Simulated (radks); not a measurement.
The numbers below are computed, except where a source is named.
Isoelectronic series with 50 electrons, each ion in its NIST ground configuration. Code: a radial shooting solver on a logarithmic mesh with Libxc functionals. Model: Dirac Kohn-Sham, LDA (Slater exchange, Perdew-Wang correlation), spin-unpolarised, spherical densities, point nucleus; open shells fill j = l - 1/2 first. Total energies (hartree) and orbital eigenvalues (Ry):

\begin{tabular}{lrrrrr}
ion & configuration & E (hartree) & 4d5/2 & 4d3/2 & 4p3/2 \\ \hline
Sn & [Kr] 4d10 5s2 5p2 & -6173.68569 & -1.84681 & -1.92386 & -6.37955 \\
Te2+ & [Kr] 4d10 5s2 5p2 & -6790.18645 & -4.41515 & -4.52420 & -9.56868 \\
Xe4+ & [Kr] 4d10 5s2 5p2 & -7440.39980 & -7.69946 & -7.84805 & -13.49102 \\
Ba6+ & [Kr] 4d10 5s2 5p2 & -8124.6048 & -11.59832 & -11.79490 & -18.04190 \\
Ce8+ & [Kr] 4d10 5s2 5p2 & -8843.1698 & -16.07133 & -16.32537 & -23.18004 \\
Nd10+ & [Kr] 4d10 4f2 5s2 & -9596.6622 & -19.93803 & -20.24750 & -27.65681 \\
Sm12+ & [Kr] 4d10 4f2 5s2 & -10386.3874 & -25.33079 & -25.71689 & -33.74376 \\
Gd14+ & [Kr] 4d10 4f2 5s2 & -11212.0946 & -31.27159 & -31.74718 & -40.39706 \\
Dy16+ & [Kr] 4d10 4f4 & -12075.2914 & -36.30225 & -36.86157 & -46.10252 \\
\end{tabular}
